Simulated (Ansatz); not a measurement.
`[CH3][Zr]([CH3])([CH3])[F]`, relaxed with RKS PBE0-D4/def2-TZVP in the Gaussian-basis code of Ansatz from a GFN2-xTB geometry. The force threshold is 0.005 eV/Å; the program also tests the step.

Total charge 0; spin multiplicity 1. Zr takes the def2 core potential.

Start:

```xyz
14

C     0.040   -2.035    0.610
Zr   -0.254    0.166    0.419
C     1.704    1.227    0.347
C    -1.491    0.645   -1.373
F    -1.194    0.770    1.961
H    -0.932   -2.519    0.820
H     0.706   -2.257    1.465
H     0.468   -2.534   -0.276
H     1.538    2.317    0.259
H     2.251    1.058    1.293
H     2.375    0.932   -0.476
H    -1.629    1.739   -1.455
H    -1.087    0.293   -2.337
H    -2.496    0.198   -1.256
```

| step | energy (eV) | largest force (eV/Å) | largest move (Å) |
| --- | --- | --- | --- |
| 1 | -7253.0846 | 0.265 | 0.000 |
| 2 | -7253.1127 | 0.265 | 0.140 |
| 3 | -7253.1207 | 0.197 | 0.073 |
| 4 | -7253.1223 | 0.037 | 0.019 |
| 5 | -7253.1227 | 0.005 | 0.015 |
| 6 | -7253.1230 | 0.004 | 0.026 |
| 7 | -7253.1232 | 0.019 | 0.027 |
| 8 (rejected) | -7253.1170 | 0.364 | 0.152 |
| 9 | -7253.1236 | 0.026 | 0.030 |
| 10 | -7253.1241 | 0.137 | 0.099 |
| 11 | -7253.1252 | 0.073 | 0.017 |
| 13 | -7253.1272 | 0.143 | 0.086 |
| 15 | -7253.1304 | 0.003 | 0.041 |
| 17 | -7253.1320 | 0.027 | 0.071 |
| 19 (rejected) | -7253.1315 | 0.172 | 0.039 |
| 21 | -7253.1335 | 0.016 | 0.049 |
| 23 | -7253.1350 | 0.025 | 0.006 |
| 25 (rejected) | -7253.1338 | 0.171 | 0.121 |
| 27 (rejected) | -7253.1359 | 0.101 | 0.071 |
| 29 | -7253.1368 | 0.039 | 0.049 |
| 31 | -7253.1372 | 0.019 | 0.017 |
| 33 | -7253.1374 | 0.016 | 0.037 |
| 35 (rejected) | -7253.1375 | 0.040 | 0.036 |
| 36 | -7253.1375 | 0.004 | 0.018 |

End:

```xyz
14

C    -0.023   -2.008    0.557
Zr   -0.305    0.188    0.514
C     1.678    1.166    0.406
C    -1.427    0.702   -1.325
F    -1.258    0.774    2.055
H    -0.620   -2.500    1.332
H     1.029   -2.262    0.735
H    -0.307   -2.444   -0.410
H     1.683    1.922   -0.390
H     1.958    1.666    1.340
H     2.463    0.436    0.171
H    -1.995    1.634   -1.227
H    -0.738    0.819   -2.172
H    -2.138   -0.092   -1.586
```

It took 3 min on 4 threads of an Arm Neoverse V1 on a shared host, with 0.61 GiB of host memory at the peak.
